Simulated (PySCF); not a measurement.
**Two-component Hartree-Fock for Ga (gallium, neutral)**

Start: [Ar] 3d10 4s2 4p1; 4p1/2 filled at m_j = +1/2. Calculated with PySCF 2.14 in x2c-TZVPPall-2c with one added diffuse shell each of s, p, d type (7s8p5d1f, 63 functions): generalised Hartree-Fock with the X2C-1e Hamiltonian and a Gaussian nucleus; spin-orbit coupling (SO) screened by Boettger's factors.

```
spinor shell  electrons  ε, screened SO (eV)  weight of nominal j (screened SO)  rms radius, screened SO (bohr)
       1s1/2          2             -10441.2                              1.000                          0.0560
       2s1/2          2              -1341.1                              1.000                           0.235
       2p1/2          2              -1182.0                              1.000                           0.209
       3s1/2          2              -178.97                              1.000                           0.698
       3p1/2          2              -125.73                              1.000                           0.730
       3p3/2          4              -121.73                              1.000                           0.741
       3d3/2          4              -31.956                              0.998                           0.897
       3d5/2          6              -31.421                              0.999                           0.899
       4s1/2          2              -11.830                              0.996                            2.65
       4p1/2          1               -5.932                              0.954                            3.67
```

Task: Where does 2p3/2 lie, and what is the 2p spin-orbit splitting (screened SO)?

Result: At -1153.8 eV, 28.201 eV above 2p1/2.

| quantity | screened SO |
| --- | --- |
| E (hartree) | -1942.20265 |
| M_J | 1/2 |
| ⟨J²⟩ | 0.906 |
| ⟨L²⟩ | 2.054 |
| ⟨S²⟩ | 0.769 |

⟨J²⟩ departs a little from M_J(M_J + 1) because the unrestricted spinors polarise the closed shells.
